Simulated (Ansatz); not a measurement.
`C1[SiH2][GeH2][S]1` → C• + Ge• + 6 H• + S• + Si•  (atomization)

Program: Ansatz. Geometries: PBE0-D4/def2-TZVP. ΔE: electronic, gas phase. CCSD(T)/CBS is the MP2 limit (def2-TZVPP, def2-QZVPP) plus CCSD(T) − MP2 in def2-TZVPP, frozen cores. This one scheme is used for every species, atoms too. Functionals use def2-TZVPP. B3LYP here is the variant with VWN-RPA as its local correlation; programs differ in this. Open shells (•) are unrestricted, without spin–orbit coupling. Spin–orbit coupling would lower the free atoms: a little for C, S, Si; clearly for Ge. For Ge outer-core shells are correlated without core-valence functions, so the limit isn't a true one: a few kJ/mol of doubt a bond, and 10 to 20 or more in all where bonds break to atoms. Scalar relativity is left out up to krypton.

```json
{"level": "B3LYP-D4", "ΔE (kJ/mol)": "3128.8"}
{"level": "SCS-MP2/def2-TZVPP", "ΔE (kJ/mol)": "3087.6"}
```

Problem. What does CCSD(T)/CBS give? (Estimate.)

Solution. The calculation gave: +3158.0 kJ/mol. The listed levels differ from it by -29.2, -70.4 kJ/mol.

Largest T1 diagnostic among the species: 0.012.

The D4 term adds +44.8 kJ/mol with B3LYP and +23.2 kJ/mol with PBE0; it sums over pairs of atoms, weighted by their polarisabilities, and B3LYP, whose exchange is more repulsive, gets the larger term. In def2-TZVPP, CCSD(T) changes the Hartree–Fock value by +788.4 kJ/mol (the triples alone add +48.3 kJ/mol) and MP2 by +797.8 kJ/mol; breaking electron pairs costs correlation energy, which Hartree–Fock lacks. From PBE to PBE0 (25 % exact exchange), in def2-TZVPP and without D4, ΔE moves by −19.8 kJ/mol: exact exchange takes away binding that semilocal exchange gives to molecules.

For atomizations the MP2-based limit and the directly extrapolated one differ by several kJ/mol either way, and by 10 to 25 for some Ge, Se and Sn compounds, so smaller differences from it don't rank the levels.
